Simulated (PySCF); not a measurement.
A structure optimised at B3LYP-D3(BJ)/def2-SVP, used in a PySCF frequency run:

```
Ta
O 1 1.7181
F 1 1.8818 2 106.98
F 1 1.8818 2 106.98 3 120.00
F 1 1.8818 2 106.98 3 -120.00
```

### Question
Write its SMILES, formula and point group.

### Answer
[O]=[Ta]([F])([F])[F], F3OTa, C3v

### Question
What are its rotational constants (standard atomic weights)?

### Answer
3.2252, 3.2252, 2.7374 GHz
